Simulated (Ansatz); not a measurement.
Input for Ansatz (a quantum-chemistry and plane-wave program): U-PBE0/def2-TZVPP on Bi, 2S+1 = 4, a spin state set in the input, which need not be the lowest. Elements past Kr take the def2 small-core potentials; no spin–orbit coupling.

Ansatz 0.2 input:
```yaml
crystal:
  periodic: [false, false, false]
  atoms:
    - {symbol: Bi, position_ang: [0.00000000, 0.00000000, 0.00000000]}
basis:
  gaussian:
    orbitals: def2-TZVPP
hamiltonian:
  xc: {name: PBE0}
magnetization: {spin_polarized: true, initial_magnetization: 3}
scf: {lower_state_search: full}
```

The log:

```
Functional definition: PBE0
[...]
integrals: 0.01 GiB planned
396 factors; their error is unknown
mean field: 0.13 GiB planned
mean field evaluation 1: about -5839.9188 eV, gradient 2.9e0 eV
mean field evaluation 2: about -5839.9534 eV, gradient 2.2e0 eV
mean field evaluation 4: about -5839.9677 eV, gradient 2.7e-2 eV
mean field evaluation 8: about -5840.0431 eV, gradient 2.4e-4 eV
mean field evaluation 16: about -5839.9462 eV, gradient 2.3e0 eV
mean field evaluation 32: about -5840.0431 eV, gradient 2.0e-3 eV
mean field -5840.04309278 eV, -214.6176251363 hartree, gradient 1.0e-5 eV, S^2 3.752152; 2 other end points of the search recorded, 0 dependent functions left out
reference -5840.04311435 eV, -214.6176259291 hartree; 13, 10 occupied and 37, 40 virtual orbitals, 396 factors
Total energy: -5840.04311435 eV, -214.6176259291 hartree
```

Self-consistency was reached.

Cost: around 1.2 core-seconds (rough).
